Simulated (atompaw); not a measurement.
# technetium (Tc): one change to a PAW (atompaw) potential, before and after

```json
{"Element": "technetium", "Generator": "atompaw 4.2.0.5", "Type": "PAW", "Functional": "PBE", "Relativity": "scalar-relativistic", "Frozen core": "[Ar] 3d10 4s2", "Valence charge": "13", "Reference configuration": "4p6 4d6 5s1 5p0", "Partial waves": "5s (bound): rc 2.45 bohr; 5s channel at 0.35 Ry: rc 2.45 bohr; 4p (bound): rc 1.40 bohr; 5p (bound, empty): rc 2.45 bohr; 4d (bound): rc 1.35 bohr; 4d channel at 0.05 Ry: rc 1.35 bohr", "Local potential": "troulliermartins scheme with l = 3 at 0 Ry, radius 2.25 bohr", "Core correction": "smooth core density matched at 1.50 bohr", "Augmentation charge": "besselshape compensation charge, radius 2.15 bohr; PAW radius 2.45 bohr; waves and projectors: custom polynom2 7 10 vanderbiltortho"}
```

All-electron outer shells of the reference configuration (PBE, scalar-relativistic, ld1.x):

```json
{"shell": "3d", "level (eV)": "-246.58", "outermost node (bohr)": "–", "outermost maximum (bohr)": "0.31"}
{"shell": "4s", "level (eV)": "-70.33", "outermost node (bohr)": "0.50", "outermost maximum (bohr)": "0.95"}
{"shell": "4p", "level (eV)": "-42.44", "outermost node (bohr)": "0.51", "outermost maximum (bohr)": "1.03"}
{"shell": "4d", "level (eV)": "-4.47", "outermost node (bohr)": "0.50", "outermost maximum (bohr)": "1.29"}
{"shell": "5s", "level (eV)": "-4.17", "outermost node (bohr)": "1.29", "outermost maximum (bohr)": "2.83"}
{"shell": "5p", "level (eV)": "-0.98", "outermost node (bohr)": "1.47", "outermost maximum (bohr)": "4.01"}
```

Change: reference 4p6 4d5 5s0 5p0.

Cutoffs: the cutoffs (Ry, on a coarse ladder) from which the occupation-weighted sum of valence levels, in a spherical-Bessel basis at the reference potential, stays within 10 and 1 mRy of its value at 400 Ry; they do not see the model core or the augmentation charge, which bear on the density cutoff.

**Question.** What does the change do?

**Answer.** Both files keep a bound ghost (s); the range in which the d phases agree widens (upper end 3.2 → at the end of the scan).

| quantity | base | changed |
| --- | --- | --- |
| cutoff, loose | 200 Ry | 200 Ry |
| cutoff, tight | over 300 Ry | over 300 Ry |
| bound ghosts | s | s |
| s: phases at 2.45 bohr within 0.05 rad from the reference energy up to (Ry; the scan ends near 5) | 4.8 | 4.2 |
| p: phases at 2.45 bohr within 0.05 rad from the reference energy up to (Ry; the scan ends near 5) | 0.8 | 0.1 |
| d: phases at 2.45 bohr within 0.05 rad from the reference energy up to (Ry; the scan ends near 5) | 3.2 | to the end of the scan |
| lowest overlap eigenvalue by channel | s 0.26, p 0.47, d 0.89 | s 0.20, p 0.46, d 0.55 |

 A true bound ghost makes a file unfit for plane-wave use even where its test errors are small: the radial tests pick states by their node count and pass the ghost by. The cutoffs see the waves, projectors and local potential, not the compensation charge or the core.
